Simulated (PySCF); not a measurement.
C4H5FSi, SMILES C#C/C=C\[SiH2]F.

Coordinates come from a ωB97X-D3(BJ)/def2-SVP optimisation. The structure was generated by enumeration; whether it is a known compound was not checked. The values are those of a single conformer.

The numbers are results of ωB97X-D3(BJ)/def2-SVP (PySCF), not measurements.

Frequencies are harmonic and unscaled.

```json
[
 {"mode": "1", "ν (cm⁻¹)": "57", "IR (km/mol)": "1.5", "Raman (Å⁴/amu)": "3.5", "depolarisation": "0.75", "moving atoms (share of kinetic energy)": "F 36 %, Si 31 %, H 20 %, C 13 %"},
 {"mode": "2", "ν (cm⁻¹)": "86", "IR (km/mol)": "0.2", "Raman (Å⁴/amu)": "5.1", "depolarisation": "0.63", "moving atoms (share of kinetic energy)": "C 56 %, Si 15 %, F 15 %, H 13 %"},
 {"mode": "3", "ν (cm⁻¹)": "213", "IR (km/mol)": "7.3", "Raman (Å⁴/amu)": "4.3", "depolarisation": "0.72", "moving atoms (share of kinetic energy)": "F 37 %, Si 27 %, C 26 %, H 10 %"},
 {"mode": "4", "ν (cm⁻¹)": "240", "IR (km/mol)": "2.3", "Raman (Å⁴/amu)": "3.7", "depolarisation": "0.75", "moving atoms (share of kinetic energy)": "C 71 %, H 29 %"},
 {"mode": "5", "ν (cm⁻¹)": "318", "IR (km/mol)": "5.0", "Raman (Å⁴/amu)": "7.8", "depolarisation": "0.74", "moving atoms (share of kinetic energy)": "C 68 %, F 15 %, H 9 %, Si 8 %"},
 {"mode": "6", "ν (cm⁻¹)": "424", "IR (km/mol)": "6.8", "Raman (Å⁴/amu)": "6.7", "depolarisation": "0.75", "moving atoms (share of kinetic energy)": "H 50 %, C 49 %"},
 {"mode": "7", "ν (cm⁻¹)": "615", "IR (km/mol)": "0.4", "Raman (Å⁴/amu)": "4.2", "depolarisation": "0.24", "moving atoms (share of kinetic energy)": "C 76 %, H 12 %, Si 11 %"},
 {"mode": "8", "ν (cm⁻¹)": "661", "IR (km/mol)": "69.9", "Raman (Å⁴/amu)": "9.4", "depolarisation": "0.75", "moving atoms (share of kinetic energy)": "H 59 %, C 25 %, Si 14 %"},
 {"mode": "9", "ν (cm⁻¹)": "727", "IR (km/mol)": "12.3", "Raman (Å⁴/amu)": "3.6", "depolarisation": "0.75", "moving atoms (share of kinetic energy)": "H 77 %, C 23 %"},
 {"mode": "10", "ν (cm⁻¹)": "741", "IR (km/mol)": "6.0", "Raman (Å⁴/amu)": "17.5", "depolarisation": "0.75", "moving atoms (share of kinetic energy)": "H 92 %"},
 {"mode": "11", "ν (cm⁻¹)": "741", "IR (km/mol)": "52.7", "Raman (Å⁴/amu)": "1.8", "depolarisation": "0.36", "moving atoms (share of kinetic energy)": "H 71 %, C 26 %"},
 {"mode": "12", "ν (cm⁻¹)": "759", "IR (km/mol)": "18.1", "Raman (Å⁴/amu)": "7.3", "depolarisation": "0.32", "moving atoms (share of kinetic energy)": "C 65 %, H 17 %, Si 17 %"},
 {"mode": "13", "ν (cm⁻¹)": "769", "IR (km/mol)": "92.7", "Raman (Å⁴/amu)": "6.1", "depolarisation": "0.75", "moving atoms (share of kinetic energy)": "H 62 %, C 34 %"},
 {"mode": "14", "ν (cm⁻¹)": "870", "IR (km/mol)": "21.8", "Raman (Å⁴/amu)": "4.8", "depolarisation": "0.74", "moving atoms (share of kinetic energy)": "F 51 %, H 29 %, Si 20 %"},
 {"mode": "15", "ν (cm⁻¹)": "930", "IR (km/mol)": "324.8", "Raman (Å⁴/amu)": "11.3", "depolarisation": "0.47", "moving atoms (share of kinetic energy)": "H 63 %, Si 20 %, C 10 %"},
 {"mode": "16", "ν (cm⁻¹)": "957", "IR (km/mol)": "47.6", "Raman (Å⁴/amu)": "4.9", "depolarisation": "0.71", "moving atoms (share of kinetic energy)": "H 60 %, C 39 %"},
 {"mode": "17", "ν (cm⁻¹)": "985", "IR (km/mol)": "125.3", "Raman (Å⁴/amu)": "4.9", "depolarisation": "0.67", "moving atoms (share of kinetic energy)": "H 66 %, C 21 %, Si 11 %"},
 {"mode": "18", "ν (cm⁻¹)": "1028", "IR (km/mol)": "0.1", "Raman (Å⁴/amu)": "1.8", "depolarisation": "0.75", "moving atoms (share of kinetic energy)": "H 78 %, C 22 %"},
 {"mode": "19", "ν (cm⁻¹)": "1174", "IR (km/mol)": "4.9", "Raman (Å⁴/amu)": "17.1", "depolarisation": "0.48", "moving atoms (share of kinetic energy)": "H 89 %, C 11 %"},
 {"mode": "20", "ν (cm⁻¹)": "1370", "IR (km/mol)": "11.6", "Raman (Å⁴/amu)": "3.9", "depolarisation": "0.67", "moving atoms (share of kinetic energy)": "H 63 %, C 36 %"},
 {"mode": "21", "ν (cm⁻¹)": "1695", "IR (km/mol)": "30.1", "Raman (Å⁴/amu)": "98.7", "depolarisation": "0.23", "moving atoms (share of kinetic energy)": "C 95 %"},
 {"mode": "22", "ν (cm⁻¹)": "2256", "IR (km/mol)": "1.5", "Raman (Å⁴/amu)": "281.9", "depolarisation": "0.26", "moving atoms (share of kinetic energy)": "C 91 %, H 9 %"},
 {"mode": "23", "ν (cm⁻¹)": "2287", "IR (km/mol)": "136.5", "Raman (Å⁴/amu)": "46.8", "depolarisation": "0.75", "moving atoms (share of kinetic energy)": "H 96 %"},
 {"mode": "24", "ν (cm⁻¹)": "2287", "IR (km/mol)": "55.9", "Raman (Å⁴/amu)": "155.8", "depolarisation": "0.09", "moving atoms (share of kinetic energy)": "H 98 %"},
 {"mode": "25", "ν (cm⁻¹)": "3186", "IR (km/mol)": "2.2", "Raman (Å⁴/amu)": "75.1", "depolarisation": "0.60", "moving atoms (share of kinetic energy)": "H 92 %"},
 {"mode": "26", "ν (cm⁻¹)": "3205", "IR (km/mol)": "1.4", "Raman (Å⁴/amu)": "182.6", "depolarisation": "0.20", "moving atoms (share of kinetic energy)": "H 91 %, C 9 %"},
 {"mode": "27", "ν (cm⁻¹)": "3482", "IR (km/mol)": "74.4", "Raman (Å⁴/amu)": "27.5", "depolarisation": "0.26", "moving atoms (share of kinetic energy)": "H 85 %, C 15 %"}
]
```
